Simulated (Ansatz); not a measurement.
`[NH2][Ga]([SH])[SiH2]F` and `[OH][Ga]([SH])[SiH2]F` differ in one atom or group.

Ansatz, PBE0-D4/def2-TZVP geometries, multiplicity 1. Each molecule was computed in one conformer, which needn't be the lowest.

Scalar relativity is left out up to krypton.

```csv
property,`[NH2][Ga]([SH])[SiH2]F`
HOMO–LUMO gap (ωB97M-V/def2-TZVPP) / eV,10.14
HOMO energy (PBE/def2-TZVPP) / eV,-5.99
size of the dipole moment (ωB97M-V/def2-TZVPP) / D,1.38
HOMO energy (ωB97M-V/def2-TZVPP) / eV,-9.50
LUMO energy (B3LYP/def2-TZVPP) / eV,-1.29
HOMO–LUMO gap (B3LYP/def2-TZVPP) / eV,5.72
```

Q: Give the same properties after the change, and the shifts. (Estimate.)

A: The calculation gave: 
```tsv
property	`[OH][Ga]([SH])[SiH2]F`	shift
HOMO–LUMO gap (ωB97M-V/def2-TZVPP) / eV	10.24	0.10
HOMO energy (PBE/def2-TZVPP) / eV	-6.55	-0.56
size of the dipole moment (ωB97M-V/def2-TZVPP) / D	1.48	0.10
HOMO energy (ωB97M-V/def2-TZVPP) / eV	-10.00	-0.50
LUMO energy (B3LYP/def2-TZVPP) / eV	-1.71	-0.42
HOMO–LUMO gap (B3LYP/def2-TZVPP) / eV	5.83	0.11
```

With PBE0 the HOMO falls by 0.53 eV and the LUMO falls by 0.41 eV, so the gap widens by about 0.12 eV. PBE moves the HOMO by -0.56 eV and ωB97M-V by -0.50 eV. The zero-point energy changes by -30.8 kJ/mol with -3 modes. Dipoles are sizes alone; their direction can turn.

B3LYP here is the variant with VWN-RPA as its local correlation; programs differ in this.
